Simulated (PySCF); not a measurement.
**Distorted geometries of [Hf(N2)6]4+**

[Hf(N2)6]4+ (singlet). PySCF 2.14.0, RKS BP86, Hf def2-SVP with ECP60, N def2-SVP; non-relativistic Hamiltonian with scalar-relativistic core potentials where named; density fitting; no spin-orbit coupling. Relaxed geometry:

```xyz
13

Hf    0.0000    0.0000    0.0000
N     0.0000    0.0000    2.3146
N     0.0000    0.0000    3.4390
N     0.0000    0.0000   -2.3146
N     0.0000    0.0000   -3.4390
N     2.3146    0.0000    0.0000
N     3.4390    0.0000    0.0000
N     0.0000    2.3146    0.0000
N     0.0000    3.4390    0.0000
N    -2.3146    0.0000    0.0000
N    -3.4390    0.0000    0.0000
N     0.0000   -2.3146    0.0000
N     0.0000   -3.4390    0.0000
```

Task: Order these distorted geometries by energy above the relaxed one, lowest first.
A.
```xyz
13

Hf   -0.0808    0.0678    0.1040
N     0.0135    0.0619    2.1959
N    -0.0430   -0.0185    3.5830
N    -0.2500   -0.0336   -2.2142
N     0.0571   -0.0317   -3.4831
N     2.3905   -0.0420   -0.1386
N     3.5845    0.0448   -0.0502
N    -0.0698    2.4133    0.0104
N     0.1522    3.3863    0.0749
N    -2.2777    0.0825    0.1987
N    -3.6713   -0.0013   -0.0801
N     0.0572   -2.2481   -0.1713
N     0.1376   -3.6814   -0.0295
```
B.
```xyz
13

Hf   -0.0216   -0.0205   -0.1469
N    -0.2139    0.0538    2.2515
N     0.0253   -0.0656    3.5393
N    -0.1313   -0.1405   -2.3078
N     0.0605    0.2777   -3.1717
N     2.1995   -0.1573   -0.0969
N     3.5559   -0.2401    0.0856
N     0.2755    2.2882    0.0659
N    -0.0228    3.5422   -0.0171
N    -2.0013    0.1622   -0.0365
N    -3.3388   -0.1369    0.1015
N     0.0314   -2.1183   -0.1324
N    -0.4183   -3.4448   -0.1344
```
C.
```xyz
13

Hf   -0.0416   -0.0600    0.0395
N     0.0388   -0.0095    2.3153
N    -0.0087   -0.0097    3.4307
N    -0.0029   -0.0126   -2.3058
N     0.0274    0.0101   -3.4321
N     2.3253   -0.0024    0.0198
N     3.4259   -0.0237   -0.0077
N    -0.0001    2.3619   -0.0394
N     0.0402    3.4593    0.0008
N    -2.3411    0.0582   -0.0147
N    -3.4324    0.0076   -0.0380
N     0.0133   -2.3464    0.0291
N    -0.0441   -3.4329    0.0025
```

Result: C (0.33 eV), A (12.50 eV), B (13.72 eV).

Task: Which forces (eV/Å) act in the one that lies 0.33 eV up?

Result: 
```
Hf   0.52  0.93 -0.56
N   -0.09 -0.03 -0.96
N    0.04  0.03  1.24
N    0.04 -0.02 -0.12
N   -0.02  0.00  0.35
N   -3.62  0.00  0.04
N    3.28 -0.01 -0.06
N   -0.09 -4.15  0.02
N    0.11  3.53  0.05
N    4.70  0.04  0.13
N   -4.80 -0.10 -0.11
N    0.14  5.36  0.09
N   -0.20 -5.58 -0.11
```
Forces carry noise of the integration grid, about 0.01 to 0.03 eV/Å.

A frequency check found unstable modes (3, the lowest at -9 cm⁻¹), so the relaxed geometry is a saddle point, or these are noise.
